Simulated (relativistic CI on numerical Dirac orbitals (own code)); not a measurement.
## B+: from the plainest model towards the measured levels

Calculated with a relativistic CI code on KLI orbitals (one set per configuration, finite nucleus), adding one ingredient at a time: step 1, Dirac-Coulomb, each configuration alone; step 2, with Breit and QED terms; step 3, with configuration mixing; step 4, with scaled Slater integrals (0.85); step 5, with a P86 correlation estimate; step 6, tied to the ionisation limit. P86 is a density functional for the correlation energy, evaluated here for each configuration and added to its levels. Step 6 is semi-empirical: configurations made of the next ion and one excited electron move by -85 cm⁻¹, so that their limit matches the tabulated ionisation energy, and those with a non-penetrating f or g electron also take the P86 value of the least penetrating other one.

CI space (outside the closed core 1s2): 2s2, 2s.2p, 2p2, 2s.3s, 2s.3p, 2s.3d, 2p.3s, 2p.3p, 2s.4s, 2s.4p, 2s.4d, 2s.4f, 3s2, 3s.3p, 3p2.

Computed minus measured energy above the ground level, in cm⁻¹, for 9 of the 17 excited levels that pair in every step (one J of a term; a digit in brackets numbers repeated terms):

| Configuration | Term | J | Measured | Step 1 | Step 2 | Step 3 | Step 4 | Step 5 | Step 6 |
| --- | --- | --- | --- | --- | --- | --- | --- | --- | --- |
| 2s.2p | 3P° | 0 | 37336 | -11294 | -11296 | 696 | -475 | 68 | -18 |
| 2s.2p | 1P° | 1 | 73397 | -1232 | -1241 | 9793 | 1802 | 2372 | 2287 |
| 2p2 | 3P | 0 | 98911 | -10381 | -10393 | 1609 | -369 | 830 | 830 |
| 2p2 | 1D | 2 | 102363 | -1681 | -1701 | 5329 | 2857 | 4188 | 4183 |
| 2s.3s | 3S | 1 | 129773 | -11675 | -11687 | -946 | -3222 | -342 | -426 |
| 2s.3p | 3P° | 0 | 143989 | -12194 | -12207 | -424 | -3179 | 62 | -22 |
| 2s.3p | 1P° | 1 | 144103 | -9818 | -9831 | -43 | -2555 | 684 | 603 |
| 2s.3d | 3D | 1 | 150649 | -11982 | -11996 | -515 | -3143 | -182 | -266 |
| 2s.3d | 1D | 2 | 154686 | -13210 | -13225 | 1554 | -2351 | 563 | 482 |

Mean absolute errors in cm⁻¹, over all paired levels and for the configurations:

| Configuration, levels | Step 1 | Step 2 | Step 3 | Step 4 | Step 5 | Step 6 |
| --- | --- | --- | --- | --- | --- | --- |
| all, 17 | 10302 | 10316 | 1611 | 2017 | 680 | 670 |
| 2s.2p, 4 | 8775 | 8783 | 2969 | 808 | 643 | 586 |
| 2p2, 4 | 8203 | 8221 | 2538 | 992 | 1669 | 1667 |
| 2s.3s, 1 | 11675 | 11687 | 946 | 3222 | 342 | 426 |
| 2s.3p, 4 | 11599 | 11613 | 329 | 3023 | 218 | 167 |
| 2s.3d, 4 | 12289 | 12303 | 774 | 2945 | 277 | 320 |

Measured levels: NIST Handbook of Basic Atomic Spectroscopic Data (Sansonetti and Martin, J. Phys. Chem. Ref. Data 34, 1559 (2005)).

The mean absolute error is lowest at step 6 (670 cm⁻¹), and the largest single drop is from step 2 to 3 (10316 to 1611). Mixing lowers the ground level by 12101, with 2p2 as its largest admixture; relative to it the configurations that move most are 2s.3d by +12306, 2s.2p by +11752, 2s.3p by +11284. Configurations whose own partners of that kind are not in the list rise by much of that lowering, so a short list can trade one imbalance for another. The P86 estimate moves 2s.3p by +3241, 2s.3d by +2950, 2s.3s by +2880, and takes the mean absolute error of the excited configurations from 2017 to 680. Step 6 takes that error from 680 to 670.
